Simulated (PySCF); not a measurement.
## Static response to an electric field

Species: WS2(NH2)2 (singlet state).
Cartesian coordinates in Å at the PBE0-D3(BJ)/def2-SVP level; atoms count from 1:
```
atom  x, y, z in Å
W1     0.490    0.002    0.366
S2     0.359    0.016    2.499
S3     2.489   -0.003   -0.383
N4    -0.384    1.594   -0.294
H5    -0.145    2.056   -1.167
H6    -1.140    2.070    0.190
N7    -0.385   -1.598   -0.276
H8    -1.142   -2.071    0.209
H9    -0.144   -2.066   -1.145
```

Level: B3LYP/def2-SVPD (PySCF), static field, nuclei fixed, core orbitals frozen in the response. The polarisability tensor in these axes (au):

```
x   107.86  -0.10 -15.67
y    -0.10  91.14   0.20
z   -15.67   0.20 117.57
```

Q: Give the principal values, the mean and the anisotropy Δα = √{½[(α1 − α2)² + (α2 − α3)² + (α1 − α3)²]}.

A: Principal values 91.14, 96.31 and 129.12 au; mean 105.53 au = 15.64 Å³ = 17.40 × 10⁻⁴⁰ C²·m²/J; Δα = 35.67 au (34 % of the mean).

Q: What is the dipole moment, and where does it point?

A: (-3.34, -0.01, -2.49) D, 4.17 D in size, pointing from the negative to the positive side. Measured along this direction, the outermost atoms are S2 and S3 at the negative end and H5, H9, H8 and H6 at the positive end.

Q: Rayleigh depolarisation ratio (linearly polarised light, static tensor)?

A: ρ = 3Δα²/(45ᾱ² + 4Δα²) = 3817.8/(501109 + 5090.3) = 0.00754.

Q: Molar refractivity from α?

A: Lorentz–Lorenz: R = (4π/3)N_A α = 2.5225 cm³/(mol·Å³) × 15.64 Å³ = 39.4 cm³/mol, in the limit of long wavelengths.

Q: What would n − 1 = 2πNα be for an ideal gas of these molecules at 298.15 K and 1 atm, electronic part alone?

A: N = p/kT = 2.4615 × 10¹⁹ cm⁻³, so n − 1 = 2π × N × 15.64 × 10⁻²⁴ cm³ = 2418 × 10⁻⁶ at long wavelengths.

Isolated species at its PBE0-D3(BJ)/def2-SVP geometry, gas phase. Atoms past krypton carry effective core potentials; spin–orbit coupling is left out.

These values come from a run that also computed excited states and ΔSCF ions. On an Arm Neoverse V1 with one thread (shared host), this took 1.9 min.
